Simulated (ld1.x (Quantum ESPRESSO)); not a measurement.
# What the settings do to the RRKJ potential of cadmium

Base potential:

cadmium (Cd), norm-conserving RRKJ (Kleinman–Bylander form), made with ld1.x (Quantum ESPRESSO) 7.5 (revPBE, scalar-relativistic). Core [Kr] 4d10, reference 5s2 5p0. Waves: 5p (bound, empty): rc 3.60 bohr; 5d channel at 0.15 Ry: rc 3.05 bohr; 5s (bound): rc 1.65 bohr. Local part: the s channel. Core correction: none.

All-electron outer shells of the reference configuration (revPBE, scalar-relativistic, ld1.x):

| shell | level (eV) | outermost node (bohr) | outermost maximum (bohr) |
| --- | --- | --- | --- |
| 4p | -66.93 | 0.43 | 0.84 |
| 4d | -11.69 | 0.42 | 0.98 |
| 5s | -5.56 | 1.07 | 2.35 |
| 5p | -1.14 | 1.20 | 3.37 |

Cutoffs, loose and tight: the cutoffs (Ry, on a coarse ladder) from which the occupation-weighted sum of valence levels, in a spherical-Bessel basis at the reference potential, stays within 10 and 1 mRy of its value at 400 Ry. They do not see the model core or the augmentation charge, which bear on the density cutoff. Test errors are all-electron minus pseudo excitation energies from the reference, over the configurations 5s1 5p0; 5s1.5 5p0; 5s1 5p1; 5s0 5p1; 5s0 5p2. A dash means not determined; rows that change the core or the reference have their own tests.

A true bound ghost makes a file unfit for plane-wave use even where its test errors are small: the radial tests pick states by their node count and pass the ghost by.

| change | outcome | cutoff, loose | cutoff, tight | bound ghosts | largest test error (meV) |
| --- | --- | --- | --- | --- | --- |
| base | generated | 30 Ry | 80 Ry | d | +206 |
| wave 5p (bound): rc 3.60 bohr becomes 5p (bound): rc 2.38 bohr | generated | 30 Ry | 80 Ry | d | +196 |
| wave 5p (bound): rc 3.60 bohr becomes 5p (bound): rc 3.04 bohr | generated | 30 Ry | 80 Ry | d | +191 |
| wave 5p (bound): rc 3.60 bohr becomes 5p (bound): rc 3.50 bohr | generated | 30 Ry | 80 Ry | d | +203 |
| wave 5p (bound): rc 3.60 bohr becomes 5p (bound): rc 3.72 bohr | generated | 30 Ry | 80 Ry | d | +210 |
| wave 5p (bound): rc 3.60 bohr becomes 5p (bound): rc 4.96 bohr | generated | 30 Ry | 80 Ry | p, d | +258 |
| wave 5p (bound): rc 3.60 bohr becomes 5p (bound): rc 5.34 bohr | generated | 30 Ry | 80 Ry | p, d | +259 |

(1) What comes out with this change to the base: wave 5p (bound): rc 3.60 bohr becomes 5p (bound): rc 4.32 bohr?

## Answers

(1) outcome: generated; cutoff, loose: 30 Ry; cutoff, tight: 80 Ry; bound ghosts: d; largest test error (meV): +238.

Reading the sweep of the p radius (base included, trends over the rows without a ghost): Bound ghosts are found at 2.38, 3.04, 3.5, 3.6, 3.72, 4.32, 4.96, 5.34 bohr. Every judged row has one, so this setting neither creates nor removes them.
